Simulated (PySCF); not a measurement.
## Vertical excitation energies

Species: C4H8OS2Si.
SMILES: `C=CO[Si@H](S)SC=C`

Computed with PySCF 2.14.0, density-fitted response routines, TDDFT PBE0/def2-SVPD, vertical, gas phase, core orbitals frozen in the response. Geometry: GFN2-xTB, one conformer, isolated molecule.

Problem. What does the calculation give for the low-lying excited states?

Solution. 

| state | λ (nm) | E (eV) | f | \|μ\| (D) | main configurations (H = HOMO, L = LUMO) |
| --- | --- | --- | --- | --- | --- |
| S1 | 257.2 | 4.82 | 0.0036 | 0.44 | H→L (87%), H→L+1 (10%) |
| S2 | 222.8 | 5.57 | 0.149 | 2.65 | H→L+1 (85%), H→L (10%) |
| S3 | 220.2 | 5.63 | 0.0044 | 0.45 | H-1→L (67%), H-2→L (21%) |
| S4 | 210.3 | 5.90 | 0.0089 | 0.63 | H-2→L (64%), H-1→L (23%) |
| S5 | 205.3 | 6.04 | 0.012 | 0.73 | H-1→L+1 (32%), H→L+3 (18%), H→L+2 (16%) |
| S6 | 204.0 | 6.08 | 0.011 | 0.68 | H→L+2 (29%), H-1→L+1 (24%), H→L+3 (24%) |
| S7 | 199.0 | 6.23 | 0.029 | 1.10 | H→L+2 (48%), H→L+3 (43%) |
| S8 | 194.5 | 6.37 | 0.016 | 0.82 | H-1→L+1 (27%), H-2→L+1 (17%), H-1→L+3 (16%) |

Triplets (Tamm–Dancoff): T1 3.90 eV, H→L+1 (60%), H→L (15%), H→L+2 (9%); T2 4.40 eV, H-1→L+2 (42%), H-2→L+2 (17%), H-1→L (10%); T3 4.61 eV, H→L (74%), H→L+1 (19%).

The lowest singlet comes at 257 nm (465 kJ/mol) in the ultraviolet; it is very weak; its leading configuration is HOMO→LUMO (87%). The strongest level in the table is S2 at 5.57 eV (223 nm, f = 0.149). Löwdin shares by element: HOMO sulfur 46% or more, carbon 40% or more, silicon 4%; LUMO sulfur 34%, silicon 21%, hydrogen 8% or more (atoms not listed hold the other 36%). Weighted by f, the mean energy of these states is 5.75 eV. The listed states span 1.55 eV, and the widest gap between neighbours is 0.74 eV (S1 to S2). Orbital energies (eV): HOMO-3 -9.14, HOMO-2 -7.68, HOMO-1 -7.46, HOMO -6.78, LUMO -0.62, LUMO+1 -0.35, LUMO+2 0.12. Singlets were solved by full linear response, triplets in the Tamm–Dancoff approximation.
